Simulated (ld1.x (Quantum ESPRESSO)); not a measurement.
## What one change does to a pseudopotential (F (Z = 9), TM)

- Element: F (Z = 9)
- Generator: ld1.x (Quantum ESPRESSO) 7.5
- Type: norm-conserving Troullier–Martins (Kleinman–Bylander form)
- Functional: PBE
- Relativity: scalar-relativistic
- Frozen core: [He]
- Valence charge: 7
- Reference configuration: 2s2 2p5
- Partial waves: 2p (bound): rc 1.05 bohr; 2s (bound): rc 0.70 bohr
- Local potential: the s channel
- Core correction: Bessel-smoothed model core inside 0.50 bohr

All-electron outer shells of the reference configuration (PBE, scalar-relativistic, ld1.x):

```tsv
shell	level (eV)	outermost node (bohr)	outermost maximum (bohr)
1s	-663.37	–	0.11
2s	-29.90	0.24	0.76
2p	-11.11	–	0.71
```

Change: wave 2p (bound): rc 1.05 bohr becomes 2p (bound): rc 1.54 bohr.

Cutoffs: the cutoffs (Ry, on a coarse ladder) from which the occupation-weighted sum of valence levels, in a spherical-Bessel basis at the reference potential, stays within 10 and 1 mRy of its value at 400 Ry; they do not see the model core or the augmentation charge, which bear on the density cutoff. Errors are all-electron minus pseudo energies relative to the spin-unpolarised reference configuration.

**Question.** Predict the effect on cutoff, ghosts and configuration errors.

**Answer.** The potential gets softer (160 Ry and 260 Ry → 120 Ry and 260 Ry); of the 7 tests that both files solve, the error grows in 5 and shrinks in 1 by more than 15 % and 0.3 meV (median size 5.0 → 24.6 meV); neither file shows a bound ghost. A larger radius leaves more room for a smooth pseudo-wave, so fewer plane waves are needed.

```tsv
quantity	base	changed
cutoff, loose	160 Ry	120 Ry
cutoff, tight	260 Ry	260 Ry
loose cutoff by channel (10 mRy a level)	p 100 Ry, s 90 Ry	p 55 Ry, s 90 Ry
bound ghosts	none	none
error for 2s2 2p4, meV [ΔE 19.39 eV]	+1.6	+25
error for 2s2 2p3, meV [ΔE 57.78 eV]	+38	+253
error for 2s2 2p2, meV [ΔE 118.41 eV]	+207	+1091
error for 2s2 2p4.5, meV [ΔE 7.54 eV]	-0.4	+2.8
error for 2s1 2p6, meV [ΔE 18.81 eV]	+14	+9.4
error for 2s2 2p5.3, meV [ΔE -2.67 eV]	+0.3	+0.4
error for 2s1 2p5, meV [ΔE 38.49 eV]	-5.0	-87
```
